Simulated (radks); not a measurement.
Results of a calculation; reference values are marked as such.
Charge is removed step by step from the 5s1/2 level of Nd, starting from [Xe] 4f4 6s2. Level of theory: Dirac Kohn-Sham, PBE, spin-unpolarised, spherical densities, finite nucleus; open shells are shared between the two j in proportion to 2j + 1; Fermi nuclear charge, rms radius 4.9123 fm (a radial shooting solver on a logarithmic mesh with Libxc functionals).

removed (e),E - E(0) (eV),eigenvalue (eV),E minus straight line (eV)
0,0.000,-40.402,0.000
0.1,4.089,-41.384,-0.477
0.2,8.278,-42.398,-0.854
0.3,12.569,-43.437,-1.129
0.4,16.966,-44.500,-1.298
0.5,21.470,-45.582,-1.361
0.6,26.083,-46.683,-1.314
0.7,30.807,-47.801,-1.156
0.8,35.644,-48.935,-0.885
0.9,40.595,-50.084,-0.500
1,45.661,-51.246,0.000

Removing the whole electron costs 45.661 eV by Delta-SCF, against 40.402 eV from minus the eigenvalue at the starting occupation. Slater's transition state (half an electron removed) gives 45.582 eV. Integrating minus the eigenvalue over the occupation (Janak's theorem) gives 45.661 eV. The mean slope of the eigenvalue, de/dn, is 10.8 eV per electron.
